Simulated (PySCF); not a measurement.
Mn(OH)3 holds Mn(III), d4, at total charge 0. The structure is a PBE0-D3(BJ)/def2-TZVP geometry optimised for multiplicity 5; coordination trigonal planar, point group Cs, metal–donor distances 1.77–1.80 Å.

```
7

Mn    0.000    0.000    0.000
O     1.761   -0.186    0.000
H     2.006   -1.119    0.000
O    -0.428   -1.752    0.000
H    -1.359   -1.990    0.000
O    -0.603    1.665    0.000
H    -0.396    2.596    0.000
```

Method (PySCF 2.14, density fitting): CASSCF(4,5) with orbitals averaged over all microstates of the shell, strongly contracted NEVPT2 on the averaged canonical orbitals; basis x2c-TZVPall; spin-free X2C; gas phase; spin-orbit coupling by state interaction with the mean-field operator over all roots.

Q: What is the ground state?

A: 5A' (S = 2, orbital degeneracy 1), orbital occupations from the lowest 1.0 1.0 1.0 1.0 0.0, by NEVPT2.

Q: List the excited states of the same spin.

A: By NEVPT2: 5A' at 14608 cm⁻¹ (685 nm); 5A'' at 17571 cm⁻¹ (569 nm); 5A'' at 21160 cm⁻¹ (473 nm); 5A' at 25080 cm⁻¹ (399 nm). The strongest, at 25080 cm⁻¹, has f = 8.6e-04.

Q: Which is the lowest state of another spin?

A: 3A'' at 18338 cm⁻¹ by NEVPT2; CASSCF alone puts it at 21603 cm⁻¹ above the same ground state.

Q: Give the fitted ligand-field and repulsion parameters.

A: At CASSCF level (the NEVPT2 levels don't fit a ligand-field model well): orbital energies 0, 1962, 4971, 9415, 19953 cm⁻¹; B = 1013 cm⁻¹; C = 3921 cm⁻¹; B over its free-ion value at the same level 0.826; rms of the fit 322 cm⁻¹; ζ = 318 cm⁻¹ (free ion 363).

Q: What are the magnetic parameters?

A: The ground multiplet follows a spin Hamiltonian with S = 2, g = 1.970, 1.994, 1.997, D = -2.96 cm⁻¹, E/|D| = 0.07 (spin-orbit part alone); the lowest levels hold 100 % of the spin-free ground state. μeff is 4.88 μB at 300 K and 4.76 μB at 10 K; the spin-only value is 4.90 μB.

NEVPT2 lifts 5A' from 11717 to 14608 cm⁻¹; on the d shell alone such lifts tend to overshoot. NEVPT2 on the d shell alone tends to put d–d bands too high for such charged or covalently bound ions. Gaps between spin states lean to high spin in this active space.

The job took 9.3 s on one thread of Arm Neoverse V1 (shared host), with 159 basis functions, launched as `OMP_NUM_THREADS=1 python lf_run.py task.json out`.
